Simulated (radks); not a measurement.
Valence configurations of Ce II (all share [Xe]). Calculated with a radial shooting solver on a logarithmic mesh with Libxc functionals: scalar-relativistic Kohn-Sham, LDA (Slater exchange, Perdew-Wang correlation), spin-polarised, spherical densities, finite nucleus; open shells are filled with parallel spins first (spin-orbit coupling, left out, can overturn this in heavy ions); Fermi nuclear charge, rms radius 4.8771 fm. Energies are relative to 4f1 5d2; eigenvalues in eV for spin up.

valence	E (eV)	moment (Bohr magnetons)	e(4f)	e(5d)	e(6p)	e(6s)
4f1 5d2	0.000	3	-9.889	-7.820	-	-
4f0.5 5d2.5	1.585	3	-12.653	-8.434	-	-
5d3	4.303	3	-	-9.043	-	-
4f1 5d1 6p1	3.052	3	-12.974	-9.928	-6.454	-
4f2 5d1	-0.274	3	-5.270	-6.646	-	-
4f0.5 5d2 6s0.5	1.628	3	-13.718	-9.125	-	-8.941
5d2 6p1	8.372	3	-	-11.315	-6.754	-
4f1.5 5d1.5	-0.571	3	-7.394	-7.213	-	-
5d2 6s1	4.892	3	-	-10.498	-	-9.665
4f0.5 5d2 6p0.5	3.253	3	-14.251	-9.540	-6.007	-

NIST lists [Xe] 4f1 5d2 as the ground configuration; this level of theory puts 4f1.5 5d1.5 lower, by 0.571 eV. The energies are those of spherical high-spin densities, not of single terms.
